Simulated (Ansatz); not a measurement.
Molecule: sum formula AlOH, charge 0, multiplicity 1. 
Structure (B3LYP-D3(BJ)/def2-TZVP (Ansatz, an electronic-structure program) minimum search):
SMILES: [OH][Al]
```xyz
3

Al     0.0000     0.0000    -0.7312
O      0.0000     0.0000     0.9503
H      0.0000     0.0000     1.9031
```
Charge 0, spin multiplicity 1.

Computed values are from Ansatz. Valence correlation only, unless marked. Open shells are spin-unrestricted. Spin-orbit coupling is left out. Non-relativistic. CBS(X,Y): correlation extrapolated as X^-3; Hartree-Fock from the larger set (for Q and 5 zeta extrapolated as (X+1)exp(-9√X)).

**Question.** What is the total energy at CCSD(T)/CBS(cc-pV(Q+d)Z,cc-pV(5+d)Z)?

**Answer.** -317.8231 Eh.

**Question.** What is the T1 diagnostic at CCSD/cc-pV(5+d)Z?

**Answer.** 0.015.

**Question.** What is the vertical ionisation energy (to the doublet) at CCSD(T)/CBS(aug-cc-pV(T+d)Z,aug-cc-pV(Q+d)Z)?

**Answer.** 9.04 eV.

**Question.** What is the atomisation energy De at CCSD(T)/CBS(cc-pV(Q+d)Z,cc-pV(5+d)Z)?

**Answer.** 239.9 kcal/mol.

**Question.** What is the dipole moment at CCSD(T)/aug-cc-pV(D+d)Z?

**Answer.** 0.90 D.
